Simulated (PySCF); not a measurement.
Dipole response of Fe²⁺ (iron, charge +2)

[Ar] 3d6, high-spin 5D determinant. Computed with PySCF 2.14 in aug-cc-pVDZ-DK (7s6p4d2f, 59 functions), with the spin-free X2C one-electron Hamiltonian (Gaussian nucleus). Coupled (time-dependent) response in atomic units; α is the mean over directions. A double-zeta set is small for polarisabilities.

```
method  mean α (bohr³)         α xx, yy, zz  C₆ (like pair)  S(−4)
   UHF           3.186  3.382, 3.382, 2.792           8.977  4.988
   PBE           3.998  4.265, 4.265, 3.462           11.29  10.47
```

S(−4) is the Cauchy moment in α(ω) = α(0) + S(−4) ω² + …

α(iu) at UHF:

```tsv
u (hartree)	α(iu) (bohr³)
0	3.186
0.0500	3.173
0.100	3.137
0.200	3.008
0.300	2.833
0.500	2.456
0.750	2.048
1.00	1.729
1.50	1.279
2.00	0.9843
3.00	0.6360
5.00	0.3241
```

A single London oscillator, α(iu) = α/(1 + u²/ω²), gives C₆ = (3/4) ω α². Matching the computed C₆ needs ω = 4 × 8.977 / (3 × 3.186²) = 1.18 hartree.

For an ion, C₆ is the dispersion term alone; charge-induced terms of lower order in 1/R come first.

The components differ because the open shell of this determinant is not spherical; for a pure term their mean is the scalar polarisability.
